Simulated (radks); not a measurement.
The numbers below are computed, except where a source is named.
Orbital eigenvalues (eV) of the germanium ion Ge+, [Ar] 3d10 4s2 4p1, at several levels of relativity; Dirac values are averaged over j with weights 2j + 1. Spin-unpolarised spherical Kohn-Sham, PBE, point nucleus unless stated (finite: rms radius 4.0742 fm), a radial shooting solver on a logarithmic mesh with Libxc functionals. A level marked "c x" has the speed of light scaled by that factor and shares open shells by 2j + 1; other Dirac levels either fill j = l - 1/2 first or share by 2j + 1.

shell  non-rel.  Dirac, c x 0.75  Dirac, c x 0.85  Dirac, c x 10  change of magnitude, last against first (%)
1s       -10812           -11094           -11029         -10814                                        +0.01
2s      -1346.1          -1408.4          -1394.0        -1346.4                                        +0.02
2p      -1199.4          -1214.0          -1210.7        -1199.4                                        +0.01
3s      -171.96          -182.03          -179.68        -172.01                                        +0.03
3p      -123.38          -125.69          -125.15        -123.39                                        +0.01
3d      -39.141          -37.661          -37.990        -39.133                                        -0.02
4s      -19.475          -20.176          -20.011        -19.479                                        +0.02
4p      -11.266          -11.227          -11.235        -11.265                                        0.00
